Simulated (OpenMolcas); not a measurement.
## Ni2+, Pd2+, Pt2+: d8 down the group

| Quantity | Value |
| --- | --- |
| Program | OpenMolcas 26.06 |
| Method | SS-RASPT2, IPEA 0.25 Eh, imaginary shift 0.1 Eh |
| Basis | ANO-RCC-VTZP |
| Scalar Hamiltonian | DKH2, point nucleus |
| Spin-orbit coupling | state interaction with AMFI integrals over the reference wave functions, term energies averaged over their components |

Active space for each ion: 8 electrons in 9 orbitals (RAS2 d s; RAS3 p, at most 2 electrons); closed shells correlated by CASPT2: Ni2+ 3s 3p; Pd2+ 4s 4p; Pt2+ 5s 5p.

Computed levels in cm-1 above 3F4:

```json
{"Level": "3F3", "Ni2+": "1450", "Pd2+": "3320", "Pt2+": "10480"}
{"Level": "3P1", "Ni2+": "16880", "Pd2+": "13580", "Pt2+": "17090"}
{"Level": "3P0", "Ni2+": "17150", "Pd2+": "13820", "Pt2+": "15430"}
{"Level": "1G4", "Ni2+": "22760", "Pd2+": "18240", "Pt2+": "22010"}
{"Level": "1S0", "Ni2+": "51520", "Pd2+": "41750", "Pt2+": "45520"}
{"Level": "weight of 3F in the lowest level (%)", "Ni2+": "100", "Pd2+": "99", "Pt2+": "96"}
```

Mixed levels, with the weight of the term that names them: Pt2+ 1S0 (53 %).

Measured, with the error of the calculation in %. Measured levels: Ni2+ from Corliss and Sugar, J. Phys. Chem. Ref. Data 10, 197 (1981); Pd2+ from Moore, Atomic Energy Levels, vol. III, NSRDS-NBS 35 (1971 reprint of NBS Circular 467, 1958); Pt2+ from NIST levels as listed in McCann et al., Mon. Not. R. Astron. Soc. 538, 537 (2025).

```json
{"Level": "3F3", "Ni2+": "1361 (+6.6)", "Pd2+": "3230 (+2.9)", "Pt2+": "9752 (+7.4)"}
{"Level": "3P1", "Ni2+": "16978 (-0.6)", "Pd2+": "13470 (+0.8)", "Pt2+": "16782 (+1.8)"}
{"Level": "3P0", "Ni2+": "17231 (-0.5)", "Pd2+": "13699 (+0.9)", "Pt2+": "14939 (+3.3)"}
{"Level": "1G4", "Ni2+": "23109 (-1.5)", "Pd2+": "17880 (+2.0)", "Pt2+": "21331 (+3.2)"}
{"Level": "1S0", "Ni2+": "52532 (-1.9)", "Pd2+": "", "Pt2+": ""}
```

The fine-structure level 3F3 changes by a factor of 7.23 from Ni2+ to Pt2+.

Without spin-orbit coupling 3P lies 15430, 10260, 7080 cm-1 above 3F in that order; the difference to the level 3P1, of either sign, comes from spin-orbit coupling, which also lowers the zero.

CASPT2 does not keep the components of a term degenerate, so their means are used; among the terms shown or strongly mixed into the levels shown the widest spread is 740 cm-1 (4d8 1G, Pd2+). Some high roots are left out of the spin-orbit mixing, which shifts the levels that they would mix with. Terms from blocks run as CI alone lack orbitals of their own. Measured partners are found by configuration, term and J. A level has none where our copy of the source lacks it or the pairing is in doubt (some pairs that miss far off the trend of their configuration count as doubtful), and it then counts in no deviation. Levels of configurations outside the active space are missing.
